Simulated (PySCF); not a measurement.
Ethylcyclopentane, C₇H₁₄.
SMILES with atom numbers: `[CH3:1][CH2:2][CH:3]1[CH2:4][CH2:5][CH2:6][CH2:7]1` (hydrogens: H8, H9, H10 on C1; H11, H12 on C2; H13 on C3; H14, H15 on C4; H16, H17 on C5; H18, H19 on C6; H20, H21 on C7)

An MMFF94s structure was refined with PBE0-D3(BJ)/def2-SVP geometry optimisation, gas phase in PySCF. Its MMFF94s values:

```csv
coordinate,MMFF94s
C1–C2,1.521 Å
C1–H8,1.095 Å
C2–C3,1.528 Å
C2–H11,1.097 Å
C3–C4,1.528 Å
C3–H13,1.099 Å
C4–C5,1.527 Å
C4–H14,1.097 Å
C4–H15,1.094 Å
C5–C6,1.528 Å
C5–H16,1.096 Å
C5–H17,1.095 Å
C6–C7,1.523 Å
C1–C2–C3,112.7°
C2–C3–C4,114.4°
C3–C4–C5,104.8°
C3–C7–C6,103.6°
C4–C3–C7,102.2°
C4–C5–C6,106.3°
C1–C2–C3–C4,65°
C2–C3–C4–C5,159°
C2–C3–C7–C6,-165°
```

Problem. How do these coordinates change at the PBE0-D3(BJ)/def2-SVP level?

Solution. 
| coordinate | PBE0-D3(BJ)/def2-SVP (Å or °) | change |
| --- | --- | --- |
| C5–C6 | 1.547 | +0.019 |
| C4–C5 | 1.539 | +0.012 |
| C3–H13 | 1.108 | +0.009 |
| C4–H14 | 1.105 | +0.008 |
| C2–H11 | 1.104 | +0.007 |
| C6–C7 | 1.530 | +0.007 |
| C2–C3 | 1.522 | -0.006 |
| C1–H8 | 1.101 | +0.006 |
| C4–H15 | 1.100 | +0.006 |
| C5–H17 | 1.100 | +0.005 |
| C5–H16 | 1.101 | +0.005 |
| C3–C4 | 1.532 | +0.004 |
| C1–C2 | 1.521 | 0.000 |
| C1–C2–C3 | 114.2 | +1.5 |
| C2–C3–C4 | 115.4 | +1.0 |
| C3–C7–C6 | 104.3 | +0.7 |
| C3–C4–C5 | 105.4 | +0.6 |
| C4–C5–C6 | 105.9 | -0.4 |
| C4–C3–C7 | 102.1 | -0.1 |
| C2–C3–C4–C5 | 162 | +3 |
| C2–C3–C7–C6 | -167 | -2 |
| C1–C2–C3–C4 | 63 | -2 |

The energy falls by 1.3 kcal/mol over 4 energy and gradient evaluations, the largest force component goes from 0.0222 to 2.4e-04 Eh/bohr, and the atoms move by 0.033 Å rms after alignment. The bond that changes most is C5–C6 (both ends ring CH2 carbon), which lengthens by 0.019 Å. Bonds longer at the end by more than 0.005 Å: 16 of 21; shorter: 1. Rotational constants go from 5479, 1686, 1400 to 5442, 1662, 1380 MHz.

The run used 168 basis functions and 23 SCF cycles in all. The force-field search had found conformers at 0.0, 1.7 kcal/mol (up to eight listed); the lowest was the start. Rough CPU time on one thread of a shared machine: about 30 s.

Stationary, but not proved a minimum. The numbers are those of one conformer.
